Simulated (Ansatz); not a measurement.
Consider the ligand exchange at the Al–C bond: `F[CH]([SiH3])[AlH][SH]` + HBr → `[SH][AlH][Br]` + `FC[SiH3]`.

Program: Ansatz. Geometries: PBE0-D4/def2-TZVP. ΔE: electronic, gas phase. CBS: MP2 limit from def2 TZ/QZ plus the TZ coupled-cluster correction, frozen cores. DFT in def2-TZVPP. B3LYP here is the variant with VWN-RPA as its local correlation; programs differ in this. For Br outer-core shells are correlated without core-valence functions, which leaves a few kJ/mol of doubt a bond. Scalar relativity is left out up to krypton. One conformer a species, not always the lowest.

Task: Is it downhill or uphill in electronic energy at CCSD(T)/CBS, and by how much? (An estimate is asked.)

Result: Computed: Downhill: ΔE = -1.78 eV.

Task: What do these levels give: PBE-D4, B3LYP-D4, HF/def2-TZVPP, CCSD(T)/def2-TZVPP, HF/def2-QZVPP, HF/CBS(def2)? (An estimate is asked.)

Result: The calculation gave: PBE-D4 -1.65, B3LYP-D4 -1.72, HF/def2-TZVPP -2.05, CCSD(T)/def2-TZVPP -1.76, HF/def2-QZVPP -2.04, HF/CBS(def2) -2.04 eV.

Largest T1 diagnostic among the species: 0.012.

From PBE to PBE0 (25 % exact exchange), in def2-TZVPP and without D4, ΔE moves by −0.09 eV. In def2-TZVPP, CCSD(T) changes the Hartree–Fock value by +0.29 eV (the triples alone add +0.04 eV) and MP2 by +0.22 eV.
